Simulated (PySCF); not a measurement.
CH₄Cl₂Si.
Atom-mapped SMILES: `[Cl:1][CH2:2][SiH2:3][Cl:4]` (hydrogens: H5, H6 on C2; H7, H8 on Si3)

The same species was optimised twice, with GFN2-xTB and with PBE0-D3(BJ)/def2-SVP (PySCF), and the same property calculations (PySCF, gas phase) were run on both structures.

```tsv
coordinate	GFN2-xTB	PBE0-D3(BJ)/def2-SVP	change
Si3–Cl4 (Å)	2.012	2.074	+0.062
C2–Si3 (Å)	1.912	1.883	-0.029
Si3–H7 (Å)	1.458	1.486	+0.028
Si3–H8 (Å)	1.458	1.486	+0.028
C2–H6 (Å)	1.089	1.099	+0.010
C2–H5 (Å)	1.089	1.099	+0.010
Cl1–C2 (Å)	1.787	1.791	+0.004
Cl1–C2–Si3 (°)	109.4	106.9	-2.5
Cl1–C2–H5 (°)	106.5	108.5	+2.0
Cl1–C2–H6 (°)	106.5	108.5	+2.0
C2–Si3–Cl4 (°)	106.8	108.3	+1.5
H7–Si3–H8 (°)	112.4	111.3	-1.1
Cl4–Si3–H8 (°)	109.7	108.8	-0.9
Si3–C2–H5 (°)	113.0	112.2	-0.8
Cl4–Si3–H7 (°)	109.7	108.9	-0.8
Cl1–C2–Si3–Cl4 (°)	180	180	0
```

Rotational constants: A = 15244, B = 1218, C = 1151 MHz (GFN2-xTB) against A = 15554, B = 1205, C = 1142 MHz (PBE0-D3(BJ)/def2-SVP). Point groups within 0.08 Å: Cs and Cs.

On the GFN2-xTB structure: lowest singlet, TDDFT (eV) 6.87 [wB97X-D/def2-SVPD]; lowest triplet, Tamm–Dancoff (eV) 6.24 [wB97X-D/def2-SVPD]; isotropic polarisability (au) 65.4 [wB97X-D/def2-SVPD]; HOMO (eV) -10.21 [wB97X-D/def2-SVPD]; LUMO (eV) 1.47 [wB97X-D/def2-SVPD]; dipole (D) 0.59 [wB97X-D/def2-SVPD]; HOMO (eV) -8.34 [PBE0/pcSseg-1]; LUMO (eV) -0.03 [PBE0/pcSseg-1]; dipole (D) 0.49 [PBE0/pcSseg-1]; GIAO shielding of Cl1 (ppm) 948.6 [PBE0/pcSseg-1]; GIAO shielding of C2 (ppm) 154.3 [PBE0/pcSseg-1]; GIAO shielding of Si3 (ppm) 372.9 [PBE0/pcSseg-1]; GIAO shielding of Cl4 (ppm) 994.9 [PBE0/pcSseg-1].

Question: What do these properties become on the PBE0-D3(BJ)/def2-SVP structure?

Answer: 
```json
{"property": "lowest singlet, TDDFT (eV)", "level": "wB97X-D/def2-SVPD", "on GFN2-xTB": "6.87", "on PBE0-D3(BJ)/def2-SVP": "6.84", "change": "-0.03"}
{"property": "lowest triplet, Tamm–Dancoff (eV)", "level": "wB97X-D/def2-SVPD", "on GFN2-xTB": "6.24", "on PBE0-D3(BJ)/def2-SVP": "6.18", "change": "-0.06"}
{"property": "isotropic polarisability (au)", "level": "wB97X-D/def2-SVPD", "on GFN2-xTB": "65.4", "on PBE0-D3(BJ)/def2-SVP": "66.6", "change": "+1.2"}
{"property": "HOMO (eV)", "level": "wB97X-D/def2-SVPD", "on GFN2-xTB": "-10.21", "on PBE0-D3(BJ)/def2-SVP": "-10.37", "change": "-0.16"}
{"property": "LUMO (eV)", "level": "wB97X-D/def2-SVPD", "on GFN2-xTB": "1.47", "on PBE0-D3(BJ)/def2-SVP": "1.32", "change": "-0.15"}
{"property": "dipole (D)", "level": "wB97X-D/def2-SVPD", "on GFN2-xTB": "0.59", "on PBE0-D3(BJ)/def2-SVP": "0.45", "change": "-0.14"}
{"property": "energy, GFN2-xTB geometry as zero (kcal/mol)", "level": "wB97X-D/def2-SVPD", "on GFN2-xTB": "0.0", "on PBE0-D3(BJ)/def2-SVP": "-1.8", "change": "-1.8"}
{"property": "HOMO (eV)", "level": "PBE0/pcSseg-1", "on GFN2-xTB": "-8.34", "on PBE0-D3(BJ)/def2-SVP": "-8.50", "change": "-0.16"}
{"property": "LUMO (eV)", "level": "PBE0/pcSseg-1", "on GFN2-xTB": "-0.03", "on PBE0-D3(BJ)/def2-SVP": "-0.23", "change": "-0.20"}
{"property": "dipole (D)", "level": "PBE0/pcSseg-1", "on GFN2-xTB": "0.49", "on PBE0-D3(BJ)/def2-SVP": "0.39", "change": "-0.10"}
{"property": "energy, GFN2-xTB geometry as zero (kcal/mol)", "level": "PBE0/pcSseg-1", "on GFN2-xTB": "0.0", "on PBE0-D3(BJ)/def2-SVP": "-1.3", "change": "-1.3"}
{"property": "GIAO shielding of Cl1 (ppm)", "level": "PBE0/pcSseg-1", "on GFN2-xTB": "948.6", "on PBE0-D3(BJ)/def2-SVP": "942.9", "change": "-5.7"}
{"property": "GIAO shielding of C2 (ppm)", "level": "PBE0/pcSseg-1", "on GFN2-xTB": "154.3", "on PBE0-D3(BJ)/def2-SVP": "153.7", "change": "-0.6"}
{"property": "GIAO shielding of Si3 (ppm)", "level": "PBE0/pcSseg-1", "on GFN2-xTB": "372.9", "on PBE0-D3(BJ)/def2-SVP": "368.7", "change": "-4.2"}
{"property": "GIAO shielding of Cl4 (ppm)", "level": "PBE0/pcSseg-1", "on GFN2-xTB": "994.9", "on PBE0-D3(BJ)/def2-SVP": "974.3", "change": "-20.6"}
```

The heavy atoms differ by 0.042 Å rms after alignment. Among all bonds Si3–Cl4 changes most (+0.062 Å). Changes are differences of the printed values. Neither structure is proved a minimum here.

The values belong to the conformer `[Cl:1][CH2:2][SiH2:3][Cl:4]`: Cl1–C2–Si3–Cl4 180°.

Note: wB97X-D ran without an empirical dispersion term, which enters the total energy and its gradient alone.
